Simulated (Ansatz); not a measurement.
Geometry optimisation, RKS PBE-D4/def2-SVP (Ansatz 0.2.0).

The input (input.yaml):

```yaml
crystal:
  periodic: [false, false, false]
  atoms:
    - { symbol: Mg, position_ang: [-0.7357, -0.6893, -1.59] }
    - { symbol: "N", position_ang: [0.5242, -1.1179, 0.4959] }
    - { symbol: Cl, position_ang: [-2.3886, -1.5748, -2.6114] }
    - { symbol: H, position_ang: [0.1484, 1.647, -0.1568] }
    - { symbol: F, position_ang: [-0.5043, 1.6076, -1.1668] }
    - { symbol: H, position_ang: [0.7011, 0.1684, 0.8242] }
    - { symbol: O, position_ang: [0.7268, 1.4393, 0.9564] }
    - { symbol: H, position_ang: [1.4377, -1.541, 0.4008] }
    - { symbol: H, position_ang: [0.0298, -1.5961, 1.2374] }
    - { symbol: H, position_ang: [0.0605, 1.6568, 1.6102] }
basis:
  gaussian: { orbitals: def2-SVP }
hamiltonian:
  xc: pbe
  dispersion: d4
relax:
  f_tol: 0.15
  max_steps: 25
  restrain:
    - { distance: [0, 4], at: 1.98, k: 30.0 }
    - { distance: [3, 6], at: 0.97, k: 30.0 }
    - { distance: [5, 1], at: 1.02, k: 30.0 }
    - { distance: [0, 1], at: 3.42, k: 30.0 }
    - { distance: [3, 4], at: 2.18, k: 30.0 }
    - { distance: [5, 6], at: 2.27, k: 30.0 }
output:
  orbitals: {}
```

Run as:

```bash
$ ansatz run input.yaml --threads 2 --pin off --max-ram 3072MiB --backend cpu --events-out ev --progress --plain --runs-dir out
```

Task: Where does it end, and by what steps?

Result: The run converged. The restraints hold the end off the free minimum. After 7 steps the energy has fallen by 0.567 eV (the restraints' own energy left out); Mg1 moved furthest, 0.80 Å. Parted: Mg1–N2. Joined: N2–H6, H4–O7.

```csv
step,energy less start (eV),largest force component (eV/Å),accepted
0,0.0000,2.601,yes
1,-0.1890,3.132,yes
2,-0.0996,3.675,yes
3,-0.0507,2.451,yes
4,-0.4036,1.775,yes
5,-0.4092,2.426,yes
6,-0.5189,1.781,yes
7,-0.5668,1.635,yes
```

```xyz
10
Properties=species:S:1:pos:R:3
Mg -1.280 -0.206 -1.929
N 0.621 -1.305 0.662
Cl -2.361 -1.909 -2.795
H 0.580 1.992 0.150
F -0.722 1.586 -1.539
H 0.888 -0.393 1.050
O 0.750 1.865 1.104
H 1.482 -1.800 0.403
H 0.176 -1.849 1.410
H -0.135 2.019 1.483
```

Whether the end is a true minimum wasn't checked by a vibrational analysis.

Time of the run: 16 s on 2 threads of Intel(R) Xeon(R) Platinum 8375C CPU @ 2.90GHz (Ice Lake), with other jobs on the host, peak memory 0.2 GiB.
